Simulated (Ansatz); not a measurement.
Born–Oppenheimer molecular dynamics of CH5BClN (9 atoms, charge 0, multiplicity 1). It starts from a relaxed structure.

Computed with Ansatz, RKS PBE-D4/6-31G.

```yaml
ensemble: NVE (velocity Verlet)
time_step: 1 fs
steps_asked: 166
starting_velocities_drawn_for: 3000 K
seed: 89427
```

First frame:

```xyz
9
Properties=species:S:1:pos:R:3
B -0.097 0.096 0.014
C -0.026 -0.071 1.571
H -1.003 -0.323 2.019
H 0.694 -0.864 1.848
H 0.341 0.858 2.047
Cl 1.459 0.487 -0.915
N -1.262 -0.029 -0.756
H -2.163 -0.242 -0.333
H -1.276 0.088 -1.767
```

Problem. How far do the bonds stretch over the last three quarters of this one trajectory? (Pairs bonded in most of those frames.)

Solution. 
```tsv
bond	mean (Å)	spread (Å)	shortest	longest
B1–C2	1.577	0.052	1.49	1.69
B1–Cl6	1.892	0.124	1.73	2.10
B1–N7	1.419	0.049	1.33	1.51
C2–H3	1.174	0.135	0.95	1.41
C2–H4	1.174	0.148	0.94	1.38
C2–H5	1.112	0.037	1.04	1.19
N7–H8	1.030	0.038	0.96	1.10
N7–H9	1.029	0.047	0.94	1.11
```

Mean temperature of the second half: 1474 K. The conserved energy wandered by up to 14.0 meV per atom (net 4.7 meV per atom), which is poor conservation. Over the second half the temperature averaged 0.49 of the 3000 K drawn at the start: a run that starts near a minimum puts about half its kinetic energy into the potential. A run of 0.17 ps of so small a system gives no equilibrium averages. Limits of this set-up: no polarisation functions.

Run time: 5.3 min on 1 thread of Arm Neoverse V1 (shared host), peak memory 0.098 GiB.
